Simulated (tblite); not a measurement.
C2H7BrO2Si2.
Atom-mapped SMILES: `[O:1]=[CH:2][CH2:3][O:4][SiH2:5][SiH2:6][Br:7]` (hydrogens: H8 on C2; H9, H10 on C3; H11, H12 on Si5; H13, H14 on Si6)

Computed with GFN2-xTB (tblite), gas phase: L-BFGS steps from a force-field or distance-geometry start until the largest atomic force falls under 0.01 eV/Å.

Step 25: E = -641.8074 eV
```
atom  x, y, z in Å  |  force x, y, z in eV/Å
O1      2.6365   -1.3456   -1.1442    0.041   0.023   0.057
C2      2.6659   -0.8449   -0.0617   -0.138   0.044  -0.023
C3      1.5855    0.0224    0.5462    0.019   0.090  -0.041
O4      0.5824    0.3341   -0.3555    0.011  -0.029   0.086
Si5    -0.8397    1.0908   -0.1225   -0.029   0.001  -0.018
Si6    -2.3969   -0.4581    0.5979    0.039   0.045   0.022
Br7    -4.2903    0.5752    1.1853    0.043   0.013  -0.013
H8      3.5122   -0.9812    0.6424    0.017  -0.033  -0.043
H9      2.0500    0.9452    0.9234    0.050  -0.018  -0.018
H10     1.1992   -0.5166    1.4232   -0.050  -0.050   0.016
H11    -1.0492    1.6651   -1.4482   -0.013  -0.067   0.076
H12    -0.6918    2.1486    0.8918    0.014   0.024  -0.026
H13    -2.0780   -1.2002    1.8281   -0.010   0.009  -0.047
H14    -2.8865   -1.4354   -0.3685    0.005  -0.051  -0.028
```

Step 26: E = -641.8089 eV
```
atom  x, y, z in Å  |  force x, y, z in eV/Å
O1      2.6340   -1.3425   -1.1465    0.012   0.019   0.045
C2      2.6635   -0.8454   -0.0625   -0.083   0.061  -0.023
C3      1.5880    0.0253    0.5496    0.014   0.045  -0.029
O4      0.5823    0.3366   -0.3481    0.021  -0.009   0.053
Si5    -0.8424    1.0890   -0.1222    0.007   0.030  -0.009
Si6    -2.3968   -0.4574    0.5972    0.041   0.036   0.012
Br7    -4.2876    0.5742    1.1834    0.004   0.036   0.000
H8      3.5128   -0.9855    0.6378    0.002  -0.029  -0.027
H9      2.0581    0.9461    0.9270    0.018  -0.042  -0.026
H10     1.2005   -0.5178    1.4238   -0.029  -0.027   0.032
H11    -1.0478    1.6581   -1.4499   -0.018  -0.058   0.062
H12    -0.6998    2.1495    0.8901    0.012   0.027  -0.027
H13    -2.0781   -1.1974    1.8260    0.000  -0.014  -0.015
H14    -2.8874   -1.4334   -0.3678    0.000  -0.074  -0.048
```

Q: Estimate the geometry and energy of step 27. (The exact step hangs on the optimiser's Hessian estimate; all steps are aligned on step 26, rigid shifts and turns removed.)

A: E = -641.8097 eV, largest force 0.071 eV/Å
```
atom  x, y, z in Å  |  force x, y, z in eV/Å
O1      2.6316   -1.3397   -1.1480   -0.019   0.016   0.017
C2      2.6612   -0.8447   -0.0633   -0.011   0.045  -0.012
C3      1.5903    0.0279    0.5522   -0.001  -0.007   0.001
O4      0.5832    0.3391   -0.3421    0.010   0.014   0.021
Si5    -0.8436    1.0884   -0.1223    0.026   0.038   0.017
Si6    -2.3966   -0.4565    0.5966    0.022   0.007  -0.013
Br7    -4.2867    0.5740    1.1824   -0.011   0.045   0.005
H8      3.5135   -0.9901    0.6332   -0.018  -0.015  -0.013
H9      2.0651    0.9460    0.9301    0.001  -0.038  -0.024
H10     1.2018   -0.5187    1.4250   -0.006  -0.002   0.030
H11    -1.0457    1.6517   -1.4510   -0.024  -0.044   0.033
H12    -0.7072    2.1516    0.8882    0.013   0.028  -0.028
H13    -2.0787   -1.1958    1.8247    0.006  -0.025   0.002
H14    -2.8889   -1.4338   -0.3679    0.009  -0.061  -0.036
```

The energy changes by -0.0009 eV. The first-order estimate −F·Δx gives -0.0013 eV and the mean of the old and new forces, exact on a quadratic surface, -0.0009 eV. The step makes an angle of 71° with the force vector and moves no atom by more than 0.008 Å.

What follows is the cost of the whole relaxation. Hardware: Arm Neoverse N1, one thread, no GPU, shared host with 64 logical CPUs at a one-minute load of 60. Cost: 2.6 s of wall time.
